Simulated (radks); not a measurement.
Effect of the nuclear size on the iridium ion Ir2+, [Xe] 4f14 5d7. Calculated with a radial shooting solver on a logarithmic mesh with Libxc functionals: Dirac Kohn-Sham, PBE, spin-unpolarised, spherical densities, finite nucleus; open shells fill j = l - 1/2 first; Fermi nuclear charge, rms radius 5.4032 fm. The rms radius is varied about that value; shifts are against it.

| rms radius (fm) | total energy shift (eV) | density at nucleus (e/bohr^3) | 1s1/2 shift (meV) | 2s1/2 shift (meV) | 5s1/2 shift (meV) | 5p1/2 shift (meV) | 5d5/2 shift (meV) | 6s1/2 (empty) shift (meV) | 6p1/2 (empty) shift (meV) |
|---|---|---|---|---|---|---|---|---|---|
| 4.5819 | -22.5 | 1.938e+06 | -9060 | -1310 | -14.1 | -0.212 | 0.134 | -1.88 | -0.087 |
| 5.025 | -10.7 | 1.871e+06 | -4290 | -622 | -6.67 | -0.101 | 0.064 | -0.891 | -0.041 |
| 5.4032 | 0 | 1.821e+06 | 0.000 | 0.000 | 0.000 | 0.000 | 0.000 | 0.000 | 0.000 |
| 5.9273 | 15.5 | 1.758e+06 | 6260 | 908 | 9.73 | 0.148 | -0.093 | 1.30 | 0.061 |
| 6.5487 | 35.1 | 1.693e+06 | 14100 | 2050 | 22.0 | 0.336 | -0.210 | 2.94 | 0.137 |

Slopes of the eigenvalues against <r^2> in GHz/fm^2, as finite differences over the two radii next to the reference (eigenvalue slopes, not the field-shift constants of lines): 1s1/2 258000, 2s1/2 37400, 5s1/2 401, 5p1/2 6.08, 5d5/2 -3.83, 6s1/2 (empty) 53.6, 6p1/2 (empty) 2.49.
